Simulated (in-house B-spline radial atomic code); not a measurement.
A fraction x of an electron is moved 3d → 4d in Ru3+, starting from [Kr] 4d5 and keeping the highest spin. Level of theory: non-relativistic HSE06, spin-polarised, spherical fractional occupations, point nucleus; calculated with a B-spline radial code for spherical atoms.

Caution: exact exchange at fractional occupations of open shells leaves self-interaction of up to several eV.

```
    x  E(x) - E(0) (eV)  3d down level (eV)  4d down level (eV)
    0            0.0000            -319.705                   -
0.125           35.8962            -322.021             -33.914
 0.25           72.0269            -324.332             -34.346
0.375          108.3924            -326.637             -34.775
  0.5          144.9925            -328.936             -35.200
0.625                 ?                   ?                   ?
 0.75          218.8936            -333.517             -36.045
0.875                 ?                   ?                   ?
    1          293.7268            -338.075             -36.883
```

(1) What belongs in the row x = 0.625?

(2) What belongs in the row x = 0.875?

(3) Check Janak's theorem between x = 0.125 and 0.25.

Results:

(1) An energy change of 181.8264 eV; 3d down at -331.229 eV, 4d down at -35.624 eV.

(2) An energy change of 256.1940 eV; 3d down at -335.799 eV, 4d down at -36.465 eV.

(3) The slope of the energy is 289.05 eV; the orbital levels give 289.05 eV (ε of the receiving orbital less ε of the emptying one, averaged over the two points).
